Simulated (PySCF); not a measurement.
Computed shifts of a molecule CH5BOS, HF/pcSseg-1 (PySCF), GIAO, gas phase, equivalent atoms averaged, in ppm (number of nuclei): ¹H: 5.49 (1), 3.91 (3), 2.47 (1). ¹³C: 52.2 (1). References: ¹¹B against BF3 (σ = 102.7 ppm); ¹H against TMS (σ = 31.99 ppm); ¹⁷O against H2O (σ = 333.0 ppm); ¹³C against TMS (σ = 192.6 ppm); ³³S against H2S (σ = 725.2 ppm), references at their B3LYP-D3(BJ)/def2-TZVP geometries, non-relativistic. Geometry: B3LYP-D3(BJ)/def2-SVP. One conformer was computed; it need not be the lowest.

Problem. Which molecule gave these data?
(A) COBS
(B) CSBO
(C) CB(O)S

Solution. A, COBS
